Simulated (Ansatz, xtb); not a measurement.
## Relaxing a trial structure of BH6InOSi

The starting geometry of this gas-phase singlet was built from a drawn formula by distance geometry; its bonds are those of `B[SiH2][InH][OH]`.

```xyz
10

B    -3.1661    2.1409    1.4730
In    0.2114    0.2787    1.2155
O     0.9889   -1.4332    2.2788
Si   -1.2910    2.1120    0.9563
H    -3.4845    1.5642    2.4937
H    -3.8061    3.0398    1.1136
H    -0.7041    3.3173    1.6361
H    -1.2772    2.2787   -0.5227
H     1.8360    1.0924    0.8267
H     1.9418   -1.6130    2.1031
```

Q: Predict what becomes of its bonds when it is optimised with r2SCAN-D4/def2-SVP.

A: A new bond forms, giving a structure given below by its coordinates. Contacts that close: B1–O3 (5.54 → 1.57 Å).

The energy falls by 2.67 eV over 38 steps:

```csv
step,E − E(last) (eV)
1,2.675
5,1.519
9,1.349
13,1.250
17,1.179
22,1.130
26,0.335
30,0.002
34,0.000
38,0.000
```

Final geometry (Å):

| atom | x (Å) | y (Å) | z (Å) |
| --- | --- | --- | --- |
| B | -1.9347 | 0.9560 | 1.8086 |
| In | 0.9397 | 1.1682 | 0.8171 |
| O | -0.6810 | 0.0174 | 1.7497 |
| Si | -1.1602 | 2.6638 | 0.9538 |
| H | -2.2586 | 1.1767 | 2.9680 |
| H | -2.8420 | 0.5140 | 1.1161 |
| H | -0.7993 | 3.9001 | 1.7271 |
| H | -1.4880 | 3.1323 | -0.4351 |
| H | 2.3193 | 0.1105 | 0.7521 |
| H | -0.8460 | -0.8612 | 2.1169 |

From the same start GFN2-xTB reaches the same bonding as this run.

The end wasn't checked by frequencies. Atoms past krypton carry core potentials, without spin–orbit terms. Run with Ansatz 0.2.0, 62 s on 2 threads of Intel(R) Xeon(R) Platinum 8488C (Sapphire Rapids) (shared host).
